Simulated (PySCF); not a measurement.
2-bromobenzenethiol, C6H5BrS.
Atom-mapped SMILES: `[SH:1][c:2]1[cH:3][cH:4][cH:5][cH:6][c:7]1[Br:8]` (hydrogens: H9 on S1; H10 on C3; H11 on C4; H12 on C5; H13 on C6)

Level: CAM-B3LYP/def2-SVPD in PySCF, non-relativistic, on one gas-phase PBE0-D3(BJ)/def2-SVP geometry that isn't relaxed in the solvent. The solvent is an IEF-PCM continuum (Bondi radii, 1.10 Å for H, scaled by 1.2). Specific hydrogen bonds and non-electrostatic terms are outside this model. Spin–orbit coupling is left out although an atom past zinc is present.

Gas phase at CAM-B3LYP/def2-SVPD: HOMO -7.77 eV, LUMO 0.25 eV, dipole 1.48 D.

**Question.** What does the continuum do to the energy, the frontier levels and the dipole at CAM-B3LYP/def2-SVPD in chloroform and acetone?

**Answer.** 
| solvent | ε | E(solvent) − E(gas) (kcal/mol) | polarisation term (kcal/mol) | distortion of the solute (kcal/mol) | HOMO (eV) | LUMO (eV) | dipole (D) |
| --- | --- | --- | --- | --- | --- | --- | --- |
| chloroform | 4.711 | -2.55 | -2.78 | 0.23 | -7.75 | 0.35 | 1.85 |
| acetone | 20.49 | -3.47 | -3.90 | 0.43 | -7.76 | 0.35 | 1.96 |

The polarisation term is half the interaction of the solute with the surface charges that it induces; the rest is the cost of distorting the solute's density. The sum is the electrostatic part of solvation alone. From chloroform to acetone the lowering changes by a factor 1.36, Onsager's factor (ε − 1)/(2ε + 1) by 1.30 and ε itself by 4.3.

**Question.** Which radius a makes the point-dipole formula ΔE = −[(ε − 1)/(2ε + 1)]·μ²/a³ give the value in acetone, with the gas-phase dipole?

**Answer.** μ = 0.581 au and |ΔE| = 0.00553 Eh give a = 1.61 Å; the farthest nucleus lies 3.26 Å from the centroid of the nuclei, so such a sphere wouldn't even hold the nuclei. The formula assumes a rigid point dipole at the centre of a sphere.

**Question.** How does the static polarisability (CAM-B3LYP/def2-SVPD, frozen core, with the continuum's full static response) change?

**Answer.** 
```csv
medium,isotropic (au),principal values (au),⟨r²⟩ of the electrons (bohr²)
gas,111.3,"68.5, 123.9, 141.4",1652.1
chloroform,144.6,"87.8, 161.8, 184.2",1651.1
acetone,158.6,"98.7, 177.0, 200.3",1650.7
```

The isotropic value in acetone is 1.43 times the gas-phase one; no cavity-field correction is applied. ⟨r²⟩ is taken about the centre of nuclear charge.

Cost: about 1.9 min of CPU time on one thread; the machine was shared, so the figure is rough. This is the whole response run at CAM-B3LYP/def2-SVPD in acetone, SCF included.

Shape of the structure used: `[SH:1][c:2]1[cH:3][cH:4][cH:5][cH:6][c:7]1[Br:8]`: H–S1–C2–C3 180°.
